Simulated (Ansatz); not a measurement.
Cartesian coordinates (Å):
SMILES: C[Si](C)(C)C
```xyz
17

C     -1.8267    -0.4802    -0.0504
Si     0.0000     0.0000     0.0000
C      0.8163    -0.7861     1.5118
C      0.8560    -0.6138    -1.5685
C      0.1543     1.8800     0.1072
H     -1.9489    -1.5742    -0.1132
H     -2.3540    -0.1345     0.8542
H     -2.3311    -0.0350    -0.9241
H      1.8857    -0.5232     1.5683
H      0.3369    -0.4460     2.4447
H      0.7421    -1.8857     1.4773
H      0.4003    -0.1711    -2.4697
H      1.9261    -0.3477    -1.5679
H      0.7825    -1.7103    -1.6588
H      1.2116     2.1913     0.1382
H     -0.3142     2.3679    -0.7637
H     -0.3371     2.2685     1.0146
```
Charge 0, multiplicity 1.

All values below come from frozen-core CCSD(T)/cc-pVDZ // B3LYP-D3(BJ)/def2-SVP (Ansatz, a first-principles code).

| Property | Value |
|---|---|
| HF energy | -447.43613 Ha |
| MP2 correlation energy | -0.69268 Ha |

Task: Estimate the CCSD correlation energy, the (T) correction, the total energy and the T1 diagnostic.

Result: 
The CCSD correlation energy is -0.77124 Ha and the (T) correction is -0.02161 Ha. The CCSD(T) total energy comes out as -448.22897 Ha and the T1 diagnostic is 0.008.
